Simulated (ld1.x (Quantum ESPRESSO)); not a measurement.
# Scattering properties, TM semilocal potential for Yb

- Element: Yb
- Generator: ld1.x (Quantum ESPRESSO) 7.5
- Type: norm-conserving Troullier–Martins (semilocal form)
- Functional: revPBE
- Relativity: scalar-relativistic
- Frozen core: [Xe]
- Valence charge: 16
- Reference configuration: 4f14 5d1 6s1 6p0
- Partial waves: 6s (bound): rc 2.40 bohr; 5d (bound): rc 2.35 bohr; 4f (bound): rc 0.85 bohr; 6p (bound, empty): rc 4.20 bohr
- Local potential: the p channel
- Core correction: a·sin(br)/r model core inside 0.45 bohr

The phase is arctan(r·u′/u) with u = r·R(r), unwrapped; energies in Ry, scanned from -2 to 5 Ry. A pole is an energy at which the radial function vanishes at the test radius. The pseudo phase is shifted by a multiple of π to meet the all-electron one at the reference energy, and phase errors are pseudo minus all-electron; the curves can meet again beyond the range given. Levels narrower than the energy grid can be missing from the lists of poles.

```tsv
channel	radius (bohr)	reference energy (Ry)	poles, all-electron	poles, pseudo	unbroken range about the reference energy with phases within 0.05 rad	phase error 1 Ry above the reference energy (rad)
s	4.57	-0.29	0.08, 2.61	0.07, 1.52, 3.49	below 0.6	-0.108
p	4.57	-0.09	-2.00, 0.66, 3.42	0.63, 2.71	-2.0 to 1.1	-0.025
d	4.57	-0.05	0.13, 1.85, 4.89	0.13, 1.84, 4.85	below 3.1	-0.003
f	4.57	-0.21	1.51, 3.79	1.51, 3.81	the whole range	+0.001
```

A Bessel basis up to 400 Ry misses an occupied level by 0.05 Ry, so cutoffs and ghosts were not judged.

Phases in the f channel:

```csv
E (Ry),all-electron,pseudo
-2.00,1.427,1.427
-1.52,1.409,1.409
-1.04,1.384,1.384
-0.56,1.341,1.341
-0.08,1.262,1.262
0.40,0.935,0.936
0.88,-1.051,-1.050
1.36,-1.515,-1.515
1.84,-1.674,-1.673
2.32,-2.038,-2.029
2.80,-4.376,-4.368
3.28,-4.628,-4.626
3.76,-4.708,-4.706
4.24,-4.771,-4.768
4.72,-4.867,-4.860
```
